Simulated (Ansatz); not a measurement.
Cartesian coordinates (Å):
```xyz
7

S      1.7198    -0.4477    -0.7743
Si    -0.2980    -0.5310    -0.0932
S     -1.1928     1.3820     0.1927
H      2.1435     0.3126     0.2498
H     -0.9821    -1.3313    -1.1360
H     -0.4259    -1.1745     1.2356
H     -0.9569     1.7956    -1.0642
```
Charge 0, spin multiplicity 1.

Level of theory: frozen-core CCSD(T)/cc-pVTZ // PBE0-D3(BJ)/def2-TZVP (Ansatz, a program for electronic structure).

```json
{
 "HF energy": "-1086.43372 Ha",
 "MP2 correlation energy": "-0.48138 Ha"
}
```

### Question
Estimate the CCSD correlation energy, the (T) correction, the total energy and the T1 diagnostic.

### Answer

The CCSD correlation energy is -0.53268 Ha and the (T) correction is -0.02306 Ha. The CCSD(T) total energy is -1086.98945 Ha and the T1 diagnostic comes out as 0.011.
